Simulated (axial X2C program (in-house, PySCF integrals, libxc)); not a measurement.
**Which molecule gave these maps?**

PBE0 fields computed with an in-house all-electron X2C program for linear molecules (integrals from PySCF), scalar-relativistic, near the equilibrium distance, one atom at z = 0.

The maps cover the half plane through the axis: z from -2.4 to 4.8 Å along the bond, ρ from 0.15 to 2.25 Å away from it.

log10 of the density in e/bohr³:

```
 ρ\z  -2.4  -1.8  -1.2  -0.6   0.0   0.6   1.2   1.8   2.4   3.0   3.6   4.2   4.8
0.15  -3.0  -2.3  -1.6  -0.4   1.4  -0.4  -1.2  -1.0   1.1  -0.9  -1.5  -2.3  -3.1
0.45  -3.1  -2.4  -1.7  -0.8   0.2  -0.8  -1.3  -1.2  -0.3  -1.1  -1.6  -2.3  -3.1
0.75  -3.2  -2.5  -1.8  -1.3  -0.8  -1.3  -1.5  -1.3  -1.2  -1.3  -1.8  -2.5  -3.2
1.05  -3.3  -2.7  -2.1  -1.6  -1.5  -1.6  -1.7  -1.5  -1.4  -1.6  -2.0  -2.6  -3.4
1.35  -3.5  -2.9  -2.4  -2.0  -1.9  -2.0  -2.0  -1.8  -1.7  -1.9  -2.3  -2.9  -3.5
1.65  -3.7  -3.2  -2.7  -2.4  -2.3  -2.3  -2.3  -2.2  -2.1  -2.2  -2.6  -3.1  -3.7
1.95  -4.0  -3.5  -3.0  -2.8  -2.7  -2.7  -2.6  -2.5  -2.5  -2.6  -2.9  -3.4  -4.0
2.25  -4.3  -3.8  -3.4  -3.1  -3.0  -3.0  -3.0  -2.9  -2.8  -3.0  -3.3  -3.7  -4.2
```

Electron localisation function (collinear form, no current term, damped to 0 at low density):

```
 ρ\z  -2.4  -1.8  -1.2  -0.6   0.0   0.6   1.2   1.8   2.4   3.0   3.6   4.2   4.8
0.15  0.78  0.95  0.72  0.33  0.29  0.31  0.66  0.07  0.53  0.08  0.93  0.83  0.35
0.45  0.72  0.94  0.78  0.21  0.68  0.18  0.67  0.24  0.49  0.18  0.93  0.80  0.31
0.75  0.59  0.92  0.84  0.27  0.20  0.20  0.66  0.71  0.19  0.79  0.91  0.75  0.23
1.05  0.36  0.87  0.88  0.52  0.26  0.35  0.63  0.80  0.83  0.90  0.87  0.65  0.13
1.35  0.14  0.74  0.84  0.69  0.44  0.42  0.56  0.77  0.85  0.87  0.79  0.49  0.06
1.65  0.03  0.46  0.70  0.64  0.44  0.35  0.47  0.69  0.78  0.77  0.64  0.28  0.02
1.95  0.01  0.14  0.41  0.41  0.28  0.24  0.37  0.57  0.64  0.61  0.42  0.11  0.01
2.25  0.00  0.02  0.12  0.17  0.14  0.15  0.25  0.40  0.46  0.38  0.18  0.03  0.00
```

Axial spin density in 10⁻³ e/bohr³:

```
 ρ\z  -2.4  -1.8  -1.2  -0.6   0.0   0.6   1.2   1.8    2.4   3.0   3.6  4.2  4.8
0.15   0.6   2.9  11.2  10.5  -6.3  -0.6  18.4  15.3  133.3  12.9  12.2  2.8  0.5
0.45   0.6   2.5   9.1  12.1  -1.0   2.8  17.1  20.9    2.2  18.6  10.5  2.5  0.5
0.75   0.5   1.9   6.1   9.4   2.9   5.1  14.1  21.3   19.8  18.1   7.7  1.9  0.4
1.05   0.3   1.2   3.6   5.5   3.4   4.9  10.0  15.6   17.2  12.3   5.0  1.3  0.3
1.35   0.2   0.7   1.9   2.8   2.4   3.4   6.2   9.3   10.1   6.9   2.9  0.8  0.2
1.65   0.1   0.4   0.9   1.4   1.4   2.1   3.5   5.0    5.2   3.5   1.6  0.5  0.1
1.95   0.1   0.2   0.5   0.7   0.8   1.2   1.9   2.5    2.5   1.7   0.8  0.3  0.1
2.25   0.0   0.1   0.2   0.3   0.4   0.6   0.9   1.2    1.1   0.8   0.4  0.1  0.1
```

Question: Which molecule is it?
A. GeC⁻
B. Ga₂⁺
C. AlGe
D. GaSi

Answer: D. GaSi, with Ga at z = 0 and Si at z = 2.426 Å, state M_S = 3/2, Λ = 0 (beyond evenly filled blocks: σα, π+α, π-α), basis Ga dyall-cv3z [9s9p7d4f1g], Si dyall-v3z [8s7p2d1f] (cores contracted in-house). The state is a single determinant with fixed occupations, the lowest that a limited PBE0 search found. Other states lie close and PBE0, whose exact exchange favours high spin, may order them wrongly; the determinant shown need not be the ground state. The nearest other spin-free determinant of the search, M_S = 1/2, Λ = 0, lies 0.31 eV up at the distance of the search.
